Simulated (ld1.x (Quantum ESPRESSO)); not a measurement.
## Transferability test, PAW potential for rhenium

ld1.x (Quantum ESPRESSO) 7.5 input, shortened:

```
&input
   title='Re', zed=75., rel=1, dft='PBE', iswitch=3,
   config='[Xe] 4f14 5d5 5f-2 6s1.5 6p0'
 /
 &inputp
   pseudotype=3, lpaw=.true., tm=.true., lloc=-1, rcloc=1.40,
   nlcc=.false.,
   which_augfun='PSQ', rmatch_augfun_nc=.true.
 /
7
6S  1  0   1.50   0.00  2.14  2.36  0.0
6S  1  0   0.00  -0.05  2.14  2.36  0.0
6P  2  1   0.00   0.00  1.78  2.48  0.0
6P  2  1   0.00   0.85  1.78  2.48  0.0
5D  3  2   5.00   0.00  1.74  1.88  0.0
5D  3  2   0.00   0.10  1.74  1.88  0.0
5F  4  3  -2.00  -0.05  1.82  2.48  0.0
 &test
   configts(1)='5d5 6s1.5 6p0'
 /
```

Energies are relative to the spin-unpolarised reference configuration 5d5 6s1.5 6p0; without spin polarisation the order of configurations can differ from experiment. Not all tests gave a result: 2 of 7 tests not solved or not reliable. Left out of the table: 5d5 6s0 6p1 (solver errors, printed error +2.6 eV); 5d5 6s1 6p1 (solver errors, printed error -2.3 eV).

Q: Give the all-electron excitation energy and the error of the potential for: 5d5 6s2 6p0; 5d5 6s1 6p0; 5d5 6s0 6p0; 5d4 6s0 6p0; 5d4 6s2 6p1.

A:

| valence configuration | charge | ΔE all-electron (eV) | error AE − PS (meV) |
| --- | --- | --- | --- |
| 5d5 6s2 6p0 | 0 | -3.781 | +0.9 |
| 5d5 6s1 6p0 | +1 | 5.467 | +1.8 |
| 5d5 6s0 6p0 | +2 | 21.789 | +34 |
| 5d4 6s0 6p0 | +3 | 48.917 | -114 |
| 5d4 6s2 6p1 | 0 | 1.276 | -3097 |

Levels in the configuration 5d5 6s2 6p0:

```tsv
level	all-electron (eV)	pseudo (eV)
5d	-5.367	-5.363
6s	-5.943	-5.944
```

These tests converged, but a pseudo level misses the all-electron one widely, so the file describes the atom poorly there or has found another state: 5d4 6s2 6p1: 5d by 3.6 eV.

Note: ghost states, extra bound levels that the all-electron valence spectrum of the same l lacks: s at -204.9 eV, p at -54.5 eV. A true bound ghost makes a file unfit for plane-wave use.
